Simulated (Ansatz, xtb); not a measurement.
The molecule F2-, multiplicity 2 (lowest of 2S+1 = 2, 4 at CCSD(T)/def2-TZVPP on PBE0 minima; our sources give no spin for the ground state, which may be another).

Seven points along R, fitted to fifth degree in 1/R; most abundant isotopes. In def2 and cc sets the state is the lowest found near the PBE0 minimum, followed along R.

The values were computed with Ansatz (an electronic-structure program) with Gaussian orbitals; xtb for the GFN methods. Values without a source in brackets are computed. The GFN methods have no spin term and hold the electronic entropy of 300 K.

| level | r_e (Å) | ω_e (cm⁻¹) | ω_e x_e (cm⁻¹) | B_e (cm⁻¹) |
|---|---|---|---|---|
| GFN1-xTB | 2.039 | 284 | 19 | 0.427 |
| SVWN5/def2-TZVPP | 1.966 | 384 | 8.3 | 0.459 |
| PBE/def2-TZVPP | 2.075 | 292 | 8.5 | 0.412 |
| r2SCAN/def2-TZVPP | 2.023 | 341 | 8.1 | 0.434 |
| B97M-V/def2-TZVPP | 2.031 | 327 | 8.5 | 0.430 |
| B3LYP/def2-TZVPP | 2.015 | 352 | 7.5 | 0.437 |
| PBE0/def2-TZVPP | 1.981 | 378 | 7.6 | 0.452 |
| BHLYP/def2-TZVPP | 1.936 | 434 | 6.9 | 0.473 |
| CAM-B3LYP/def2-TZVPP | 1.956 | 417 | 6.9 | 0.464 |
| wB97X-V/def2-TZVPP | 1.955 | 421 | 6.1 | 0.464 |
| wB97M-V/def2-TZVPP | 1.957 | 422 | 6.0 | 0.463 |
| B2PLYP/def2-TZVPP | 1.965 | 404 | 6.9 | 0.459 |
| CCSD/aug-cc-pVTZ | 1.920 | 454 | 6.0 | 0.482 |
| CCSD/def2-TZVPP | 1.915 | 461 | 5.9 | 0.484 |
| CCSD/aug-cc-pVQZ | 1.913 | 460 | 6.1 | 0.485 |
| CCSD/def2-QZVPP | 1.915 | 462 | 6.0 | 0.484 |
| CCSD(T)/aug-cc-pVTZ | 1.926 | 447 | 6.0 | 0.478 |
| CCSD(T)/def2-TZVPP | 1.918 | 458 | 5.9 | 0.482 |
| CCSD(T)/aug-cc-pVQZ | 1.920 | 453 | 6.0 | 0.481 |
| CCSD(T)/def2-QZVPP | 1.920 | 458 | 6.0 | 0.482 |
| CCSD(T)/CBS(aug-cc-pVTZ, aug-cc-pVQZ) | 1.916 | 456 | 6.1 | 0.483 |
| CCSD(T)/CBS(def2-TZVPP, def2-QZVPP) | 1.916 | 465 | 6.0 | 0.483 |

Correlated levels freeze the cores. CBS: X⁻³ extrapolation of the correlation energy, Hartree–Fock from the larger set.

Doubts at one or more of the structures used: other coupled-cluster roots lie near (CCSD/aug-cc-pVTZ, CCSD/def2-TZVPP, CCSD/aug-cc-pVQZ, CCSD/def2-QZVPP, CCSD(T)/aug-cc-pVTZ, CCSD(T)/def2-TZVPP, CCSD(T)/aug-cc-pVQZ, CCSD(T)/def2-QZVPP, CCSD(T)/CBS(aug-cc-pVTZ, aug-cc-pVQZ), CCSD(T)/CBS(def2-TZVPP, def2-QZVPP)).
